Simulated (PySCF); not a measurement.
Here is a job for PySCF.
```python
from pyscf import gto, scf, dft

mol = gto.Mole()
mol.atom = '''
    C    -2.018938   -0.488358   -0.009210
    Si   -0.230816   -0.097362   -0.533339
    Cl    1.048580   -1.427084    0.337088
    Cl    0.274056    1.779623    0.086893
    H    -2.110359   -0.425893    1.074397
    H    -2.308973   -1.488779   -0.313587
    H    -2.720422    0.214712   -0.446498
'''
mol.basis = 'cc-pvdz'
mol.charge = 0
mol.spin = 1
mol.verbose = 4
mol.build()

mf = dft.UKS(mol)
mf.xc = 'revpbe'
mf = mf.density_fit(auxbasis='def2-universal-jkfit')
mf.kernel()
```

What does this run give for the Mulliken (on the basis functions themselves) charges in atom order, nuclear repulsion energy, number of basis functions, <S^2>?


- Mulliken (on the basis functions themselves) charges in atom order: C1 -0.17, Si2 0.36, Cl3 -0.18, Cl4 -0.18, H5 0.06, H6 0.06, H7 0.06
- nuclear repulsion energy: 259.8877 Eh
- number of basis functions: 83
- <S^2>: 0.752

These values belong to the state on which the SCF converged, which isn't shown to be the lowest.
